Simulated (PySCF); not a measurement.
# Computed records: BH$_{6}$N$_{2}$Si

Calculation on a computer-drawn molecule: the log of a Hartree-Fock and frozen-core CCSD(T) single point meant for a local Hartree-Fock minimum, with one planted fault or none, to be diagnosed. Offsets are logged minus clean, where the clean run is the same molecule without the fault. The reference is restricted for singlets and unrestricted otherwise, and also for a bond in bohr or an excited solution. Adding or removing an electron swaps singlet and doublet. The excited solution moves the top pair (singlet) or top alpha electron (doublet) to the lowest empty orbital. Highest occupied and lowest empty are orbital energies over both spins, largest force is the largest gradient component, triples share is (T) over the correlation energy, the T1 limit is 0.02 restricted and 0.045 unrestricted, electrons count all cores, a negative frequency is imaginary (commonest isotopes), and the dipole is about the centre of nuclear charge. Program: PySCF 2.14.0.

Common to all runs: meant charge 0; meant multiplicity 2; meant basis cc-pV(D+d)Z; logged basis functions 95; logged SCF converged yes; logged CC converged yes; logged SCF stable within its kind yes; possible faults no fault, one electron removed, one electron added, multiplicity raised by two, geometry at a saddle point, SCF held on an excited solution, minimal basis STO-3G, one bond length entered in bohr, all coordinates scaled.

(1) BH$_{6}$N$_{2}$Si

Logged structure:
```xyz
10
BH6N2Si
N      0.3957     2.3180     1.5358
B      1.0037     2.1283     0.2995
Si     0.3456     0.6544    -0.9320
N     -1.0312    -0.1833    -0.2613
H     -0.4198     1.8145     1.8195
H      0.6942     3.0073     2.1949
H      1.9470     2.8191     0.0125
H     -0.0705     1.1347    -2.2781
H     -1.6920    -0.5941    -0.8956
H     -0.8721    -0.8168     0.5014
```

- logged electrons: 39
- logged spin squared: 3.7653
- logged highest occupied: -4.5985 eV
- logged lowest empty: -1.0753 eV
- logged largest force: 0.038046 hartree/bohr
- logged T1 diagnostic: 0.033027
- logged D1 diagnostic: 0.19579
- logged triples share: 0.028411
- logged dipole magnitude: 2.8061 debye
- logged energy HF: -425.84174 hartree
- logged energy CCSD(T): -426.40495 hartree
- planted fault: multiplicity raised by two
- HF energy offset from clean run: 126.3 kcal/mol
- CCSD(T) energy offset from clean run: 133.8 kcal/mol

Drawn bonds:
```tsv
atom	other atom	order
1	2	1
2	3	1
3	4	1
1	5	1
1	6	1
2	7	1
3	8	1
4	9	1
4	10	1
```

(2) BH$_{6}$N$_{2}$Si

Structure as in entry 1.

- logged electrons: 38
- logged spin squared: 0
- logged highest occupied: -16.528 eV
- logged lowest empty: -5.6053 eV
- logged largest force: 0.079031 hartree/bohr
- logged T1 diagnostic: 0.022688
- logged D1 diagnostic: 0.087536
- logged triples share: 0.03194
- logged dipole magnitude: 2.5173 debye
- logged energy HF: -425.80276 hartree
- logged energy CCSD(T): -426.38145 hartree
- planted fault: one electron removed
- HF energy offset from clean run: 150.8 kcal/mol
- CCSD(T) energy offset from clean run: 148.6 kcal/mol

Drawn bonds:
```tsv
atom	other atom	order
1	2	1
2	3	1
3	4	1
1	5	1
1	6	1
2	7	1
3	8	1
4	9	1
4	10	1
```

Notes: T1 above single-reference limit.
